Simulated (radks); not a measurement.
Results of a calculation; reference values are marked as such.
Problem. Er I, configuration [Xe] 4f12 6s2. Level of theory: scalar-relativistic Kohn-Sham, PBE, spin-polarised, spherical densities, finite nucleus; open shells are filled with parallel spins first (spin-orbit coupling, left out, can overturn this in heavy ions); Fermi nuclear charge, rms radius 5.2516 fm (a radial shooting solver on a logarithmic mesh with Libxc functionals). Some entries of the table are withheld. Estimate them.

orbital,occ.,eigenvalue (Ry),<r> (bohr)
1s up,1,-4216.030,0.02037
1s down,1,-4216.030,0.02037
2s up,1,-708.3042,0.08647
2s down,1,-708.3027,0.08647
2p up,3,-626.5446,0.07672
2p down,3,-626.5435,0.07672
3s up,1,-158.7316,0.2254
3s down,1,-158.6691,0.2253
3p up,3,-133.8526,0.2245
3p down,3,-133.7901,0.2245
3d up,5,-102.6855,0.2038
3d down,5,-102.6379,0.2037
4s up,1,-31.36482,0.5081
4s down,1,-31.23276,0.5082
4p up,3,-23.18080,0.5390
4p down,3,-23.05076,0.5391
4d up,5,-12.21324,0.5836
4d down,5,-12.08534,0.5839
5s up,1,(1),1.251
5s down,1,(2),1.256
5p up,3,-1.96082,(3)
5p down,3,-1.91697,(4)
6s up,1,-0.28350,4.004
4f up,7,-0.28326,0.8225
6s down,1,-0.27987,4.033
4f down,5,-0.17237,0.8469

Solution. 
(1) 5s up eigenvalue (Ry): -3.84080
(2) 5s down eigenvalue (Ry): -3.77851
(3) 5p up <r> (bohr): 1.492
(4) 5p down <r> (bohr): 1.502
